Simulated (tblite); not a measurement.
Compound: CH8N2Si.
SMILES with atom numbers: `[CH3:1][NH:2][NH:3][SiH3:4]` (hydrogens: H5, H6, H7 on C1; H8 on N2; H9 on N3; H10, H11, H12 on Si4)

Cartesian coordinates in Å at the GFN2-xTB level; atoms count from 1:
```xyz
12
CH8N2Si angstrom
C      1.6461   -0.0100    0.1415
N      0.7174   -0.8263   -0.6226
N     -0.5059   -0.1752   -0.9169
Si    -1.6642    0.3482    0.2498
H      1.2468    0.3183    1.1098
H      1.8932    0.8722   -0.4494
H      2.5519   -0.5911    0.3035
H      0.4853   -1.6614   -0.0890
H     -0.4003    0.3493   -1.7745
H     -1.8729   -0.8184    1.1103
H     -2.8167    0.7120   -0.5644
H     -1.2796    1.4818    1.1082
```

All values are computed: GFN2-xTB (tblite) harmonic vibrations without scaling, gas phase. This tight-binding method is rough: wavenumbers can miss measured ones by several per cent, in bad cases by 10 to 20. Modes of hydrogen on silicon can be 10 to 20 % off. One conformer, not necessarily the lowest.

Harmonic wavenumbers (cm⁻¹): 91.7, 146.2, 204.2, 285.8, 409.7, 469.2, 569.3, 606.4, 739.3, 780.2, 821.1, 834.7, 873.4, 1006.7, 1114.5, 1129.4, 1179.2, 1302.5, 1397.3, 1425.4, 1476.3, 1492.7, 2166.1, 2247.9, 2308.7, 2893.5, 3006.6, 3024.6, 3323.1, 3406.5.

A = 13404, B = 3236, C = 2902 MHz; mass 76.046 u (most abundant isotopes); point group C1, symmetry number 1.

Q: Zero-point energy?

A: Half the sum of the wavenumbers: 20366 cm⁻¹ = 58.23 kcal/mol.

Q: What is S at 400 K and 1 bar for an ideal gas of classical rigid rotors and harmonic oscillators?

A: Translation 40.39, rotation 26.23, vibration 19.77: S = 86.4 cal/(mol K).

Q: And Cp and H(400 K) − H(0)?

A: Cp = 30.92 cal/(mol K), of which vibrations give 22.97 (their classical limit is 30 R = 59.6); H(400 K) − H(0) = 7.61 kcal/mol without the zero-point energy, 4.43 from vibrations.

Q: Blend soft modes into free rotors: weight 1/[1 + (100 cm⁻¹/ν̃)⁴] for the oscillator and the rest for a rotor with moment μB/(μ + B), μ = h/(8π²ν), B = 10⁻⁴⁴ kg m². What vibrational entropy results?

A: 19.10 cal/(mol K) in place of 19.77, which changes −T·S at 400 K by +0.27 kcal/mol.

Q: What must be added to the electronic energy to get the Gibbs energy at 400 K and 1 bar?

A: ZPE + [H(400 K) − H(0)] − T·S = 58.23 + 7.61 − 34.55 = 31.29 kcal/mol.

Q: Which modes carry the vibrational entropy at 400 K?

A: 91.7 cm⁻¹: 4.20; 146.2 cm⁻¹: 3.29; 204.2 cm⁻¹: 2.64; 285.8 cm⁻¹: 2.02; 409.7 cm⁻¹: 1.39; 469.2 cm⁻¹: 1.17 cal/(mol K); the other 24 give 5.06 together.

Hindered rotation and anharmonicity are outside this model. Other conformers, if any are populated, would add a mixing term that is left out. The structure is chiral; the term R ln 2 for an equal mix with its mirror image is left out.
